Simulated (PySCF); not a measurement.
A GIAO shielding run with PySCF 2.14 (density fitting, non-relativistic, gas phase) on SMILES CC(C)(C[SiH2][SiH3])[SiH2]O, C4H16OSi3:

```
$ OMP_NUM_THREADS=1 python probes_run.py task.json out

{"job": {"kind": "nmr", "xc": "PBE0", "basis": "pcSseg-1"}, "charge": 0, "multiplicity": 1}
C     -0.245515    -0.726503    -2.010429
C     -0.781837    -0.725748    -0.578962
C     -1.306702    -2.132659    -0.267189
C      0.361161    -0.434464     0.407239
Si     1.346480     1.189675     0.265678
Si     3.010966     1.218463     1.866414
Si    -2.238821     0.513222    -0.421422
O     -1.979983     1.915593    -1.196509
H      0.614037    -1.392076    -2.100410
H      0.062750     0.270401    -2.316750
H     -1.012783    -1.067257    -2.702840
H     -1.685894    -2.187688     0.751607
H     -2.116479    -2.401528    -0.942182
H     -0.514381    -2.874415    -0.376425
H      1.083627    -1.257163     0.336906
H     -0.042694    -0.487071     1.423496
H      1.888776     1.355002    -1.093212
H      0.422130     2.332933     0.434222
H      3.827837     2.431273     1.782265
H      3.939718     0.089818     1.748840
H      2.482932     1.169596     3.233306
H     -3.413124     0.034239    -1.138425
H     -2.502008     0.733815     1.005420
H     -1.211929     2.452307    -1.017436
```

Hardware: 1 thread of an Arm Neoverse N1, shared host. The job also computes population analyses, field gradients.

Task: How large is the calculation?

Result: 90 electrons, 237 basis functions and 1300 auxiliary functions.

Task: How long does it take, and how much memory does it need?

Result: 110 s of wall time, with 14 SCF cycles and 4 response iterations; peak memory 1.1 GiB. Times on a shared host scatter by some tens of per cent.
